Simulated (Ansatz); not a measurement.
Total energies of H₅NO₂SSi, SMILES `N[Si](O)(O)S`.

```xyz
10

N     0.258   -0.992   -1.060
Si    0.113    0.097    0.235
O     0.287    1.549   -0.504
O     1.209   -0.220    1.407
S    -1.678    0.034    1.398
H     0.091   -1.976   -0.935
H     0.047   -0.684   -1.994
H     0.035    2.314    0.016
H     2.101   -0.397    1.103
H    -2.463    0.274    0.335
```

Total charge 0; spin multiplicity 1. The geometry is a stationary point of PBE0-D4/def2-TZVP. It is one conformer, not always the lowest. Basis def2-TZVPP, Ansatz 0.2.0.

RPA on PBE orbitals: Hartree–Fock energy of these orbitals -893.79993 Eh, correlation -1.56186 Eh (frozen core).

```json
{"functional": "LDA (SPW92)", "energy without D4 (Eh)": "-892.13304", "D4 term (kJ/mol)": "–"}
{"functional": "PBE", "energy without D4 (Eh)": "-895.64458", "D4 term (kJ/mol)": "-24.2"}
{"functional": "revPBE", "energy without D4 (Eh)": "-895.98391", "D4 term (kJ/mol)": "-70.8"}
{"functional": "BLYP", "energy without D4 (Eh)": "-896.14127", "D4 term (kJ/mol)": "-53.2"}
{"functional": "r2SCAN", "energy without D4 (Eh)": "-896.04285", "D4 term (kJ/mol)": "-5.8"}
{"functional": "B97M-V", "energy without D4 (Eh)": "-895.96603", "D4 term (kJ/mol)": "–"}
{"functional": "PBE0", "energy without D4 (Eh)": "-895.71090", "D4 term (kJ/mol)": "-20.5"}
{"functional": "B3LYP", "energy without D4 (Eh)": "-896.23383", "D4 term (kJ/mol)": "-39.2"}
{"functional": "r2SCANh", "energy without D4 (Eh)": "-896.02752", "D4 term (kJ/mol)": "-6.2"}
{"functional": "r2SCAN0", "energy without D4 (Eh)": "-896.00564", "D4 term (kJ/mol)": "-6.8"}
{"functional": "HSE06 (plane-wave form)", "energy without D4 (Eh)": "-895.68758", "D4 term (kJ/mol)": "-19.1"}
{"functional": "BHLYP", "energy without D4 (Eh)": "-896.09042", "D4 term (kJ/mol)": "-30.5"}
{"functional": "CAM-B3LYP", "energy without D4 (Eh)": "-896.14574", "D4 term (kJ/mol)": "-20.8"}
{"functional": "LC-ωPBE", "energy without D4 (Eh)": "-895.87399", "D4 term (kJ/mol)": "–"}
{"functional": "ωB97X-V", "energy without D4 (Eh)": "-896.02046", "D4 term (kJ/mol)": "–"}
{"functional": "ωB97M-V", "energy without D4 (Eh)": "-896.09316", "D4 term (kJ/mol)": "–"}
{"functional": "B2PLYP", "energy without D4 (Eh)": "-895.81320", "D4 term (kJ/mol)": "–"}
{"functional": "PBE-QIDH", "energy without D4 (Eh)": "-895.52044", "D4 term (kJ/mol)": "–"}
```

B3LYP takes the VWN-RPA correlation (the form of Gaussian; ORCA's B3LYP/G). HSE06 is the plane-wave form, built on full-range PBE exchange. The double hybrids freeze the cores in their second-order part.

LC-ωPBE has ω = 0.4 bohr⁻¹.
